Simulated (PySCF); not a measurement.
Geometry:
```
atom   x (Å)   y (Å)   z (Å)
  F1   1.444   1.227  -2.232
  C2   1.773   0.470  -1.172
  F3   2.681   1.164  -0.472
  F4   2.384  -0.621  -1.650
  C5   0.568   0.129  -0.347
  C6  -0.130  -1.045  -0.591
  C7  -1.268  -1.334   0.145
  C8  -1.709  -0.449   1.117
  C9  -1.009   0.725   1.357
 C10   0.130   1.018   0.625
 H11   0.222  -1.733  -1.349
 H12  -1.811  -2.252  -0.043
 H13  -2.601  -0.675   1.690
 H14  -1.351   1.416   2.119
 H15   0.683   1.930   0.812
```

Geometry: PBE0-D3(BJ)/def2-TZVP; GIAO absolute shieldings from PySCF 2.14.0 with density-fitted response routines, gas phase, non-relativistic, averaged over equivalent atoms.

At wB97X-D/pcSseg-2 (430 basis functions, 4.4 min wall time (8.7 min CPU) on 2 threads of an Intel Xeon, shared host):
```json
{"atoms": "F1/F3/F4", "σ (ppm)": "252.0"}
{"atoms": "C5", "σ (ppm)": "41.1"}
{"atoms": "C8", "σ (ppm)": "43.3"}
{"atoms": "C7/C9", "σ (ppm)": "46.6"}
{"atoms": "C6/C10", "σ (ppm)": "48.7"}
{"atoms": "C2", "σ (ppm)": "49.0"}
{"atoms": "H11/H15", "σ (ppm)": "23.55"}
{"atoms": "H13", "σ (ppm)": "23.74"}
{"atoms": "H12/H14", "σ (ppm)": "23.80"}
```

**Question.** Predict the values at PBE0/pcSseg-2 on the same geometry.

**Answer.** 
```csv
atoms,σ at PBE0/pcSseg-2,change
F1/F3/F4,248.6,-3.4
C5,43.1,+2.0
C8,44.8,+1.5
C7/C9,47.9,+1.3
C6/C10,50.3,+1.6
C2,49.0,+0.0
H11/H15,23.46,-0.09
H13,23.65,-0.09
H12/H14,23.70,-0.10
```

The largest change is at F1/F3/F4 (fluorine of a CF3 group). Cost: 430 basis functions, 4 min wall time (7.8 min CPU) on 2 threads of an Intel Xeon, shared host. The order of the carbon signals changes between the two levels.
